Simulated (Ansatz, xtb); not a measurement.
# Ranking isomers of C3H9BO3

3 gas-phase structures of C3H9BO3, from a drawn sample of its isomers (lower ones may exist). Each was relaxed with GFN2-xTB; where two conformers were screened, the lower at r2SCAN-D4/def2-SVP is listed:

A. `CCOB(O)OC`, a singlet
B. `COCCB(O)O`, a singlet
C. `CC(C)OB(O)O`, a singlet

Task: Which do you expect lowest at r2SCAN-D4/def2-SVP, and how would the others follow?

Result: Calculated order at r2SCAN-D4/def2-SVP: C (0.0), A (15.1), B (38.2) kcal/mol.

Energies above the lowest of each column, in kcal/mol; the last columns are at B3LYP/def2-SVP geometries:

```json
{"structure": "C", "GFN2-xTB": "0.0", "HF/STO-3G": "0.0", "r2SCAN-D4/def2-SVP": "0.0", "B3LYP/def2-SVP": "0.0", "CCSD(T)/def2-SVP + ΔMP2/def2-TZVPP": "0.0"}
{"structure": "A", "GFN2-xTB": "9.4", "HF/STO-3G": "3.1", "r2SCAN-D4/def2-SVP": "15.1", "B3LYP/def2-SVP": "12.8", "CCSD(T)/def2-SVP + ΔMP2/def2-TZVPP": "16.6"}
{"structure": "B", "GFN2-xTB": "36.9", "HF/STO-3G": "34.1", "r2SCAN-D4/def2-SVP": "38.2", "B3LYP/def2-SVP": "36.8", "CCSD(T)/def2-SVP + ΔMP2/def2-TZVPP": "38.5"}
```

Every level run on C puts it lowest or level with the lowest. Flexible structures stand in one conformer each, not always the lowest. ΔMP2 is the change of the MP2 energy from the smaller to the larger basis.

Programs: Ansatz 0.2.0, xtb 6.7.1.
